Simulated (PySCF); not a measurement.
A calculated (r2SCAN, PySCF 2.14, x2c-TZVPPall with one added diffuse shell each of s, p, d, f type, the spin-free X2C one-electron Hamiltonian (Gaussian nucleus)) atom or ion has these occupied shells.

| shell | electrons | orbital energy (eV) | rms radius, mean of both spins (bohr) |
| --- | --- | --- | --- |
| 1s α | 1 | -7036.0 | 0.0675 |
| 1s β | 1 | -7036.0 | 0.0675 |
| 2s α | 1 | -847.11 | 0.289 |
| 2s β | 1 | -844.65 | 0.289 |
| 2p α | 3 | -722.88 | 0.261 |
| 2p β | 3 | -720.98 | 0.261 |
| 3s α | 1 | -117.69 | 0.872 |
| 3s β | 1 | -111.68 | 0.872 |
| 3p α | 3 | -82.378 | 0.933 |
| 3p β | 3 | -76.486 | 0.933 |
| 3d α | 5 | -27.517 | 1.21 |
| 3d β | 1 | -23.636 | 1.21 |

Question: Name the element and its charge.

Answer: Fe²⁺ (iron, charge +2), in [Ar] 3d6, high-spin 5D determinant.
